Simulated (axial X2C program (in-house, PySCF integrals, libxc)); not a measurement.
Bond lengths and stretching modes, held linear, of SbCO⁺

Computed with an in-house all-electron X2C program for linear molecules (integrals from PySCF): two-component X2C with atomic mean-field Coulomb and Gaunt terms, Gaussian nuclei, basis Sb dyall-v3z, C dyall-v3z, O dyall-av3z with contracted cores. Spin-free rows use the one-electron spin-free X2C Hamiltonian.

Masses Sb 120.904, C 12.000, O 15.995 u. States: 2c Ω = 1 (beyond evenly filled blocks: ω = -1/2, ω = 3/2); spin-free M_S = 1, Λ = 0 (beyond evenly filled blocks: π+α, π-α).

TPSSh, 2c: energies above the lowest point

| r(Sb–C) (Å) | r(C–O) (Å) | E (meV) |
| --- | --- | --- |
| 2.1401 | 1.0910 | 93.07 |
| 2.1401 | 1.1190 | 13.46 |
| 2.1401 | 1.1470 | 33.32 |
| 2.1950 | 1.0910 | 73.96 |
| 2.1950 | 1.1190 | 0.00 |
| 2.1950 | 1.1470 | 25.60 |
| 2.1950 | 1.1749 | 132.08 |
| 2.2499 | 1.0910 | 78.23 |
| 2.2499 | 1.1190 | 9.12 |
| 2.2499 | 1.1470 | 39.68 |
| 2.3047 | 1.1190 | 34.83 |
| 2.3047 | 1.1749 | 185.39 |

**Question.** Fit a quadratic surface with cubic terms in each bond: where is the minimum, and what are the two stretching wavenumbers?

**Answer.** At TPSSh, 2c: bonds 2.195 and 1.125 Å; harmonic stretches 297.7 and 2185.7 cm⁻¹; force constants 1.19, 19.5 and coupling 0.52 mdyn/Å.

The other levels and Hamiltonians give:

```csv
Hamiltonian,level,r(Sb–C) (Å),r(C–O) (Å),lower stretch (cm⁻¹),upper stretch (cm⁻¹)
2c,PBE0,2.192,1.118,293.6,2249.7
spin-free,PBE0,2.187,1.118,298.7,2250.8
spin-free,TPSSh,2.191,1.125,301.9,2186.6
```

Each state is one determinant, the lowest of a limited PBE0 search; the stretches come from a fit to these few points and carry an uncertainty of a few per cent. Other orders of the atoms were not compared. Left out for rough or failed fits: HF 2c, MP2 2c, HF spin-free, MP2 spin-free. The molecule was held linear; bending was not examined, so a bent shape may lie lower. Open-shell Ω = 0 determinants with evenly filled partner blocks cannot be reached by this program, so the Ω shown need not be the lowest component. Note: several unpaired electrons, one determinant need not be a pure state.
